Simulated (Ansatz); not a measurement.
Pulling on the I1–I2 bond in I2 (multiplicity 1 held). Energies count from the point at 2.695 Å.


Unrestricted levels (U-) break spin symmetry where that is lower. Active spaces are followed from rest. Levels need not reach the same state.

Frozen-core correlation. Filled d and f shells under p-block atoms count as core.

The values were computed with Ansatz (a first-principles code). Each number belongs to the level named beside it. In def2 rows elements past Kr take small-core potentials, without spin–orbit coupling.

Task: Estimate the energy at R = 10.779 Å that U-HF/def2-SVP returns for this input.

Result: 45 kJ/mol

Doubts at one or more of the structures used: a spin-contaminated determinant (U-HF/def2-SVP).
